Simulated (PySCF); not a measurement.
Computed with PBE0-D3(BJ)/def2-TZVP // PBE0-D3(BJ)/def2-SVP (PySCF 2.14.0). Gas-phase values, no solvent. One relaxed conformer stands for a flexible species; it need not be the lowest. Excitations are Tamm–Dancoff values on a coarser integration grid. The basis has no diffuse functions, so Rydberg states are missing or too high.

Reference species (SMILES): `C=C(F)c1ccccc1[SiH3]` (F–C–C–C torsion 157°) (neutral, multiplicity 1).

HOMO: -6.91 eV
LUMO: -1.44 eV
T1 excitation (TDA): 3.22 eV

After one change: the HOMO increases by 0.04 eV; the LUMO falls by 0.13 eV; the T1 excitation (TDA) drops by 0.14 eV.

**Question.** Which change was made? The new species is one of these.
A) `C=Cc1cc(F)cc([SiH3])c1` (C–C–C–C torsion 1°)
B) `C=C([SiH3])c1cccc(F)c1` (Si–C–C–C torsion 144°)
C) `C=Cc1c(F)cccc1[SiH3]` (C–C–C–C torsion 145°)
D) `C=C([SiH3])c1ccccc1F` (Si–C–C–C torsion 145°)

**Answer.** A, `C=Cc1cc(F)cc([SiH3])c1` (C–C–C–C torsion 1°)
